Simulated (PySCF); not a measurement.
CH₈Al₂Ge, Cl₂GeH₂Si, AlClGeH₃N, AlClGeH₃O and others (calculated)

Calculation on a computer-drawn molecule: optimised geometry and harmonic frequencies of an isolated molecule of the commonest isotopes, restricted reference for singlets and unrestricted otherwise, frozen core in MP2; on germanium a core potential holds 10 electrons, which the energies leave out, and 3d is frozen in MP2 and coupled-cluster steps. Program: PySCF 2.14.0.

Common to all runs: multiplicity 1; basis cc-pV(D+d)Z; basis and core potential on germanium cc-pVDZ-PP ECP10MDF.

```yaml
- entry: 1
  formula: CH8Al2Ge
  start_structure:
    atoms_angstrom:
      - [Al, 1.0621, -2.3973, -0.5078]
      - [C, -0.6137, -1.3746, -0.0044]
      - [Al, 0.6329, -0.6643, 1.3454]
      - [Ge, -0.8291, -0.451, -1.6987]
      - [H, 1.4607, -3.6419, -1.3519]
      - [H, 2.2169, -1.3077, -0.335]
      - [H, -1.5685, -1.8517, 0.2886]
      - [H, 0.8137, 0.7311, 1.9978]
      - [H, 1.2843, -1.9296, 2.0268]
      - [H, -1.4631, -1.1866, -2.8203]
      - [H, -1.6872, 0.8366, -1.5889]
      - [H, 0.5766, 0.0527, -2.257]
  given:
    charge: 0
    method: HF
    drawn_bonds_atom: [1, 2, 2, 1, 1, 2, 3, 3, 4, 4, 4]
    drawn_bonds_other_atom: [2, 3, 4, 5, 6, 7, 8, 9, 10, 11, 12]
    drawn_bonds_order: [1, 1, 1, 1, 1, 1, 1, 1, 1, 1, 1]
  results:
    optimised_atom_element: [Al, C, Al, Ge, H, H, H, H, H, H, H, H]
    "optimised_atom_x [angstrom]": [1.37, -0.06189, 0.3178, -0.7818, 1.397, 2.507, -0.855, 1.073, -0.1279, -1.226, -2.009, 0.2824]
    "optimised_atom_y [angstrom]": [-2.567, -1.493, -0.6064, -0.2078, -4.131, -1.888, -2.219, 0.7838, -1.288, -0.9294, 0.5304, 0.8301]
    "optimised_atom_z [angstrom]": [-0.9714, -0.1901, 1.509, -1.511, -0.731, -1.837, 0.04725, 1.54, 2.865, -2.795, -0.9493, -1.881]
    "modes_frequency [cm^-1]": [53.3, 67.56, 88.03, 127.0, 136.9, 195.5, 402.7, 484.3, 534.2, 598.0, 605.9, 609.1, 719.8, 738.5, 791.6, 836.6, 857.9, 947.6, 957.5, 976.9, 989.8, 1101, 1976, 1979, 1980, 1989, 2177, 2195, 2231, 3143]
    "modes_reduced_mass [dalton]": [1.095, 1.095, 1.077, 4.691, 3.133, 2.668, 2.998, 1.104, 1.225, 1.139, 1.384, 1.508, 1.628, 2.22, 2.227, 1.06, 1.066, 1.057, 1.068, 1.022, 1.255, 1.219, 1.059, 1.023, 1.06, 1.025, 1.023, 1.019, 1.016, 1.081]
    "rotational_constants [GHz]": [2.661, 1.757, 1.129]
    "total_energy [hartree]": -819.7195
    "convergence_status_largest_gradient_component [hartree/bohr]": 1.065e-05
- entry: 2
  formula: Cl2GeH2Si
  start_structure:
    atoms_angstrom:
      - [Cl, -2.7912, -2.4243, 1.6227]
      - [Si, -1.2665, -1.0607, 1.1812]
      - [Ge, -1.3024, 0.7897, 2.8528]
      - [Cl, 0.4268, 1.7917, 1.8713]
      - [H, -1.5099, -0.5567, -0.1855]
      - [H, 0.0109, -1.8008, 1.2244]
  given:
    charge: 0
    method: MP2
    drawn_bonds_atom: [1, 2, 3, 2, 2]
    drawn_bonds_other_atom: [2, 3, 4, 5, 6]
    drawn_bonds_order: [1, 1, 1, 1, 1]
  results:
    optimised_atom_element: [Cl, Si, Ge, Cl, H, H]
    "optimised_atom_x [angstrom]": [-2.783, -1.283, -1.304, 0.4189, -1.499, 0.01791]
    "optimised_atom_y [angstrom]": [-2.451, -1.053, 0.8073, 1.723, -0.5233, -1.764]
    "optimised_atom_z [angstrom]": [1.59, 1.206, 2.87, 1.819, -0.1625, 1.244]
    "modes_frequency [cm^-1]": [46.72, 65.65, 138.3, 332.3, 338.7, 394.7, 543.2, 706.1, 816.4, 948.8, 2261, 2279]
    "modes_reduced_mass [dalton]": [6.027, 21.81, 25.31, 10.21, 1.2, 41.26, 15.54, 1.046, 1.126, 1.052, 1.03, 1.053]
    "rotational_constants [GHz]": [4.866, 0.9009, 0.7669]
    "total_energy [hartree]": -1503.0090
    "convergence_status_largest_gradient_component [hartree/bohr]": 3.741e-05
- entry: 3
  formula: AlClGeH3N
  start_structure:
    atoms_angstrom:
      - [Al, -1.1603, -0.1425, -0.7008]
      - ["N", 0.6396, -0.2546, -0.456]
      - [Ge, 1.7515, 0.5143, 0.7609]
      - [Cl, 2.8214, 2.1993, -0.1367]
      - [H, 1.1634, -0.7749, -1.1481]
      - [H, 0.926, 1.1034, 1.8965]
      - [H, 2.8457, -0.4327, 1.2327]
  given:
    charge: 0
    method: MP2
    drawn_bonds_atom: [1, 2, 3, 2, 3, 3]
    drawn_bonds_other_atom: [2, 3, 4, 5, 6, 7]
    drawn_bonds_order: [1, 1, 1, 1, 1, 1]
  results:
    optimised_atom_element: [Al, "N", Ge, Cl, H, H, H]
    "optimised_atom_x [angstrom]": [-1.181, 0.6437, 1.76, 2.849, 1.18, 0.8921, 2.843]
    "optimised_atom_y [angstrom]": [-0.1439, -0.2663, 0.5239, 2.2, -0.7746, 1.105, -0.4322]
    "optimised_atom_z [angstrom]": [-0.6364, -0.48, 0.754, -0.125, -1.196, 1.872, 1.259]
    "modes_frequency [cm^-1]": [52.62, 124.3, 182.8, 392.6, 416.7, 484.4, 574.7, 708.8, 778.4, 843.1, 886.7, 1054, 2210, 2217, 3517]
    "modes_reduced_mass [dalton]": [12.74, 7.089, 4.146, 1.529, 8.091, 1.64, 2.774, 1.087, 1.956, 1.292, 1.073, 1.316, 1.017, 1.023, 1.074]
    "rotational_constants [GHz]": [6.153, 1.335, 1.163]
    "total_energy [hartree]": -1051.5226
    "convergence_status_largest_gradient_component [hartree/bohr]": 1.222e-05
- entry: 4
  formula: AlClGeH3O
  start_structure:
    atoms_angstrom:
      - [O, -2.6797, 2.2531, 0.2219]
      - [Al, -1.7126, 1.2024, 0.9504]
      - [Ge, -0.0981, -0.4556, 2.0487]
      - [Cl, 1.605, -0.2421, 0.7772]
      - [H, -3.2269, 2.8757, -0.2259]
      - [H, 0.1751, 0.0677, 3.4411]
      - [H, -0.7284, -1.8237, 1.9141]
  given:
    charge: 1
    method: MP2
    drawn_bonds_atom: [1, 2, 3, 1, 3, 3]
    drawn_bonds_other_atom: [2, 3, 4, 5, 6, 7]
    drawn_bonds_order: [1, 1, 1, 1, 1, 1]
  results:
    optimised_atom_element: [O, Al, Ge, Cl, H, H, H]
    "optimised_atom_x [angstrom]": [-2.682, -1.719, -0.08807, 1.6, -3.224, 0.1779, -0.7306]
    "optimised_atom_y [angstrom]": [2.255, 1.187, -0.4625, -0.2275, 2.893, 0.06724, -1.835]
    "optimised_atom_z [angstrom]": [0.2207, 0.9732, 2.052, 0.762, -0.249, 3.452, 1.917]
    "modes_frequency [cm^-1]": [56.29, 101.6, 147.2, 240.8, 285.8, 286.6, 444.0, 453.7, 625.8, 721.5, 853.2, 1033, 2247, 2270, 3989]
    "modes_reduced_mass [dalton]": [11.01, 8.333, 24.01, 18.38, 1.103, 1.1, 1.119, 37.12, 1.034, 1.041, 1.021, 11.23, 1.014, 1.027, 1.073]
    "rotational_constants [GHz]": [4.992, 1.233, 1.002]
    "total_energy [hartree]": -1071.7158
    "convergence_status_largest_gradient_component [hartree/bohr]": 2.82e-05
- entry: 5
  formula: AlGeH8NSi
  start_structure:
    atoms_angstrom:
      - ["N", -2.1545, 0.1494, 0.3537]
      - [Al, -0.4227, -0.2651, 0.3796]
      - [Ge, 1.3448, 1.3432, 0.2117]
      - [Si, 3.6468, 1.5883, 0.1334]
      - [H, -2.906, -0.512, 0.4711]
      - [H, -2.5232, 1.1034, 0.2044]
      - [H, -0.1477, -1.789, 0.6262]
      - [H, 0.902, 2.4491, 1.229]
      - [H, 0.8956, 2.1314, -0.9645]
      - [H, 4.2633, 1.1113, 1.4382]
      - [H, 4.2237, 0.788, -0.9183]
      - [H, 4.1296, 2.9882, 0.0012]
  given:
    charge: 0
    method: HF
    drawn_bonds_atom: [1, 2, 3, 1, 1, 2, 3, 3, 4, 4, 4]
    drawn_bonds_other_atom: [2, 3, 4, 5, 6, 7, 8, 9, 10, 11, 12]
    drawn_bonds_order: [1, 1, 1, 1, 1, 1, 1, 1, 1, 1, 1]
  results:
    optimised_atom_element: ["N", Al, Ge, Si, H, H, H, H, H, H, H, H]
    "optimised_atom_x [angstrom]": [-1.757, -0.3844, 1.154, 3.374, -2.418, -2.006, -0.1714, 1.314, 0.5974, 4.002, 3.311, 4.236]
    "optimised_atom_y [angstrom]": [-0.1482, -0.004815, 1.955, 1.388, -0.9037, 0.51, -1.15, 2.67, 3.007, 0.4316, 0.742, 2.59]
    "optimised_atom_z [angstrom]": [-0.2072, 0.8904, 0.6799, -0.06925, -0.2038, -0.922, 1.958, 2.036, -0.2989, 0.8757, -1.404, -0.1687]
    "modes_frequency [cm^-1]": [20.8, 80.92, 88.41, 141.7, 300.4, 330.4, 349.0, 368.1, 486.6, 495.7, 516.4, 555.0, 602.8, 702.5, 725.6, 787.3, 852.7, 943.6, 982.8, 1027, 1028, 1676, 1984, 2162, 2169, 2293, 2297, 2304, 3773, 3856]
    "modes_reduced_mass [dalton]": [3.458, 3.95, 1.091, 3.067, 2.192, 1.691, 1.724, 2.7, 1.254, 1.076, 1.066, 1.129, 1.106, 1.106, 1.087, 1.3, 4.87, 1.033, 1.095, 1.035, 1.037, 1.111, 1.043, 1.023, 1.016, 1.046, 1.037, 1.037, 1.052, 1.094]
    "rotational_constants [GHz]": [4.961, 1.12, 1.015]
    "total_energy [hartree]": -883.3835
    "convergence_status_largest_gradient_component [hartree/bohr]": 4.123e-05
- entry: 6
  formula: AlGeH2NO
  start_structure:
    atoms_angstrom:
      - [O, -0.5926, -0.5948, -1.763]
      - [Ge, -1.1524, 0.608, -0.8308]
      - ["N", -2.4378, 1.6991, -1.4303]
      - [Al, -3.2296, 1.5842, -3.0951]
      - [H, -0.708, 0.9662, 0.5832]
      - [H, -2.7151, 2.4137, -0.7729]
  given:
    charge: 0
    method: MP2
    drawn_bonds_atom: [1, 2, 3, 2, 3]
    drawn_bonds_other_atom: [2, 3, 4, 5, 6]
    drawn_bonds_order: [2, 1, 1, 1, 1]
  results:
    optimised_atom_element: [O, Ge, "N", Al, H, H]
    "optimised_atom_x [angstrom]": [-0.5664, -1.148, -2.46, -3.232, -0.7138, -2.716]
    "optimised_atom_y [angstrom]": [-0.6358, 0.6007, 1.723, 1.574, 0.9789, 2.436]
    "optimised_atom_z [angstrom]": [-1.783, -0.8336, -1.434, -3.114, 0.5944, -0.7393]
    "modes_frequency [cm^-1]": [64.69, 108.2, 258.2, 409.7, 495.9, 563.4, 745.3, 771.3, 978.3, 1014, 2156, 3527]
    "modes_reduced_mass [dalton]": [15.39, 5.241, 15.13, 1.129, 1.192, 6.763, 1.443, 2.031, 16.72, 1.347, 1.021, 1.075]
    "rotational_constants [GHz]": [9.597, 2.11, 1.73]
    "total_energy [hartree]": -666.2692
    "convergence_status_largest_gradient_component [hartree/bohr]": 1.666e-05
```
